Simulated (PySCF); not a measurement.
Input for PySCF: D3(BJ) and D4 dispersion corrections on H4O2 (a complex), monomers drawn apart or pushed together.

```python
from pyscf import gto
from pyscf.dispersion import dftd3, dftd4

mol = gto.M(
    atom='''
    O    -0.09233564    0.24595125    0.60454593
    H     0.77791662    0.27314134    0.19175156
    H    -0.55068712   -0.49808502    0.19858741
    O     0.35161279   -0.50697720    4.16741246
    H     0.19141767   -0.23092243    3.25072242
    H    -0.04405324    0.17849388    4.71358182
    ''',
    basis='def2-svp',
    charge=0, spin=0, verbose=0, max_memory=1800)
d3, d4 = {}, {}
for xc in ['hf', 'pbe', 'blyp', 'revpbe', 'tpss', 'r2scan', 'b3lyp', 'pbe0', 'bhlyp', 'camb3lyp', 'b2plyp']:
    d3[xc] = float(dftd3.DFTD3Dispersion(mol, xc=xc, version='d3bj', atm=False).get_dispersion()['energy'])
    print(f'D3(BJ) {xc:10s} {d3[xc]:14.8f} Eh')
for xc in ['hf', 'pbe', 'blyp', 'revpbe', 'tpss', 'r2scan', 'b3lyp', 'pbe0', 'bhlyp', 'camb3lyp', 'b2plyp']:
    d4[xc] = float(dftd4.DFTD4Dispersion(mol, xc={'camb3lyp': 'cam-b3lyp'}.get(xc, xc), atm=True).get_dispersion()['energy'])
    print(f'D4     {xc:10s} {d4[xc]:14.8f} Eh')
```

It printed:

```
D3(BJ) hf            -0.00976845 Eh
D3(BJ) pbe           -0.00108053 Eh
D3(BJ) blyp          -0.00206271 Eh
D3(BJ) revpbe        -0.00282497 Eh
D3(BJ) tpss          -0.00129038 Eh
D3(BJ) r2scan        -0.00032849 Eh
D3(BJ) b3lyp         -0.00167137 Eh
D3(BJ) pbe0          -0.00089048 Eh
D3(BJ) bhlyp         -0.00121891 Eh
D3(BJ) camb3lyp      -0.00074111 Eh
D3(BJ) b2plyp        -0.00072399 Eh
D4     hf            -0.00261884 Eh
D4     pbe           -0.00072770 Eh
D4     blyp          -0.00153106 Eh
D4     revpbe        -0.00255739 Eh
D4     tpss          -0.00096605 Eh
D4     r2scan        -0.00023208 Eh
D4     b3lyp         -0.00109839 Eh
D4     pbe0          -0.00062615 Eh
D4     bhlyp         -0.00072924 Eh
D4     camb3lyp      -0.00062292 Eh
D4     b2plyp        -0.00051614 Eh
```

The run finished.

Cost: very roughly 0.020 core-seconds.
